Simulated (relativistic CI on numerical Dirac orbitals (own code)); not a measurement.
## Cr5+: resonant inelastic scattering at the L2,3 edge

Computed with this model: Dirac-Coulomb-Breit CI, separate exchange-only KLI orbitals for each configuration, a model potential for QED, valence Slater integrals scaled by 0.7, Kramers-Heisenberg scattering through one core-hole configuration in a parametric crystal field; configurations [Ar] 3d → [He] 2s2 2p5 3s2 3p6 3d2; 80 K; core-hole width 0.4 eV; summed over polarisations. Incident energies are the highest absorption maxima for each field (at most a few, so the weaker spin-orbit partner edge can be absent), on the computed scale of the free ion. Intensities are in per cent of the strongest line above 0.02 eV; levels within 1 cm⁻¹ are merged; final levels count from the ground level, the first row holds all elastic scattering, lines under 0.4 are left out and each table stops after 24 rows. The scale of the Slater integrals is a model choice and moves the terms in proportion.

Field parameters in Wybourne normalisation: Oh B⁴₀ = 21Dq, B⁴₄ = √(5/14) B⁴₀; Td as Oh with Dq negative (B⁴₀ = 21Dq, B⁴₄ = √(5/14) B⁴₀). The field is a parameter set, without covalency.

S is read from ⟨S²⟩ = S(S + 1).

Td, 10Dq = -11100 cm⁻¹:

| Final level (eV) | Degeneracy | Irrep | S | 588.7 eV | 596.7 eV | 597.5 eV |
| --- | --- | --- | --- | --- | --- | --- |
| 0.000 | 4 | Γ8 | 0.50 | 229.5 | 373.9 | 127.2 |
| 1.358 | 4 | Γ8 | 0.50 | 10.0 | 100.0 | 81.8 |
| 1.423 | 2 | Γ7 | 0.50 | 5.2 | 22.1 | 8.4 |

Oh, 10Dq = 16550 cm⁻¹:

| Final level (eV) | Degeneracy | Irrep | S | 589.4 eV | 596.9 eV | 597.4 eV |
| --- | --- | --- | --- | --- | --- | --- |
| 0.000 | 4 | Γ8 | 0.50 | 275.5 | 157.1 | 137.7 |
| 0.069 | 2 | Γ7 | 0.50 | 18.6 | 75.0 | 65.9 |
| 2.077 | 4 | Γ8 | 0.50 | 38.2 | 42.4 | 100.0 |

For the first field the strongest loss at the lowest incident energy is the level at 1.36 eV (S = 0.50, against 0.50 in the thermal ground state).
